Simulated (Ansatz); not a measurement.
Reaction (redistribution): `CNB(F)[SiH2]Cl` + `FC[SiH3]` → `CNB(F)F` + `[SiH3]C[SiH2]Cl`

Calculated with Ansatz (gas phase, PBE0-D4/def2-TZVP geometries, no zero-point term in ΔE). CBS: MP2 limit from def2 TZ/QZ plus the TZ coupled-cluster correction, frozen cores. DFT in def2-TZVPP. B3LYP here is the variant with VWN-RPA as its local correlation; programs differ in this. Each species was taken in one conformer, which may not be the lowest.

```json
{"level": "PBE-D4", "ΔE (kJ/mol)": "-252.7", "difference from CCSD(T)/CBS": "24.9"}
{"level": "r2SCAN-D4", "ΔE (kJ/mol)": "-274.4", "difference from CCSD(T)/CBS": "3.2"}
{"level": "PBE0-D4", "ΔE (kJ/mol)": "-267.8", "difference from CCSD(T)/CBS": "9.8"}
{"level": "ωB97X-V", "ΔE (kJ/mol)": "-266.5", "difference from CCSD(T)/CBS": "11.1"}
{"level": "ωB97M-V", "ΔE (kJ/mol)": "-276.5", "difference from CCSD(T)/CBS": "1.1"}
{"level": "PBE", "ΔE (kJ/mol)": "-251.3", "difference from CCSD(T)/CBS": "26.3"}
{"level": "PBE0", "ΔE (kJ/mol)": "-266.7", "difference from CCSD(T)/CBS": "10.9"}
{"level": "B3LYP", "ΔE (kJ/mol)": "-263.2", "difference from CCSD(T)/CBS": "14.4"}
{"level": "HF/def2-TZVPP", "ΔE (kJ/mol)": "-288.3", "difference from CCSD(T)/CBS": "-10.7"}
{"level": "MP2/def2-TZVPP", "ΔE (kJ/mol)": "-293.6", "difference from CCSD(T)/CBS": "-16.0"}
{"level": "SCS-MP2/def2-TZVPP", "ΔE (kJ/mol)": "-284.5", "difference from CCSD(T)/CBS": "-6.9"}
{"level": "CCSD(T)/def2-TZVPP", "ΔE (kJ/mol)": "-278.6", "difference from CCSD(T)/CBS": "-1.0"}
{"level": "HF/def2-QZVPP", "ΔE (kJ/mol)": "-289.0", "difference from CCSD(T)/CBS": "-11.4"}
{"level": "MP2/def2-QZVPP", "ΔE (kJ/mol)": "-293.3", "difference from CCSD(T)/CBS": "-15.7"}
{"level": "HF/CBS(def2)", "ΔE (kJ/mol)": "-289.1", "difference from CCSD(T)/CBS": "-11.5"}
{"level": "CCSD/CBS(def2)", "ΔE (kJ/mol)": "-280.3", "difference from CCSD(T)/CBS": "-2.7"}
{"level": "CCSD(T)/CBS", "ΔE (kJ/mol)": "-277.6", "difference from CCSD(T)/CBS": "0"}
```

Largest T1 diagnostic among the species: 0.012.

From PBE to PBE0 (25 % exact exchange), in def2-TZVPP and without D4, ΔE moves by −15.4 kJ/mol.
